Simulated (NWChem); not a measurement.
System: CrNHOClF; SMILES [NH]=[Cr](=[O])([F])[Cl]

Input file for NWChem:

```
start job
memory heap 200 mb stack 900 mb global 1100 mb
geometry units angstroms noautosym nocenter noautoz
  Cr     0.019349     0.321039    -0.048520
  O      0.965622     0.777594     1.050262
  N      0.661452     0.701188    -1.452378
  H      1.572494     1.106434    -1.700827
  F     -1.499147     1.066775     0.086269
  Cl    -0.126000    -1.806698     0.032710
end
basis spherical
  * library pcsseg-1
end
dft
  xc bhlyp
  iterations 150
end
property
  shielding
  efieldgrad
end
task dft property
```

The geometry was optimised at PBE0/def2-SVP.

GIAO values for the isolated, static molecule; σ is the absolute isotropic shielding, δ = σ(reference) − σ with the isolated reference molecule computed at the same levels (19F: trichlorofluoromethane, 1H: tetramethylsilane, 15N: ammonia, 17O: water).

Atoms are numbered as in the input.

### Question
What results follow from this input? (BHandHLYP/pcSseg-1, GIAO.) Quantities: σ Cr1 (ppm); δ O2 (ppm); δ N3 (ppm); δ H4 (ppm); δ F5 (ppm); σ Cl6 (ppm).

### Answer
- σ Cr1 (ppm) = -4844.5
- δ O2 (ppm) = 1814.4
- δ N3 (ppm) = 1416.1
- δ H4 (ppm) = 49.73
- δ F5 (ppm) = 182.8
- σ Cl6 (ppm) = 448.0
